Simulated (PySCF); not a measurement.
A structure optimised at PBE-D3(BJ)/def2-SVP, used in a PySCF frequency run:

```
O
B 1 1.3609
F 2 1.3464 1 118.71
O 2 1.3686 3 120.35 1 180.00
H 4 0.9734 2 112.20 3 0.00
Si 1 1.6937 2 128.56 3 180.00
H 6 1.4981 1 106.11 2 180.00
H 6 1.5021 7 109.94 1 -119.42
H 6 1.5021 7 109.94 8 -121.17
```

Q: Write its SMILES, formula and point group.

A: OB(F)O[SiH3], BFH4O2Si, Cs

Q: What are its rotational constants (standard atomic weights)?

A: 9.1103, 2.2650, 1.8546 GHz
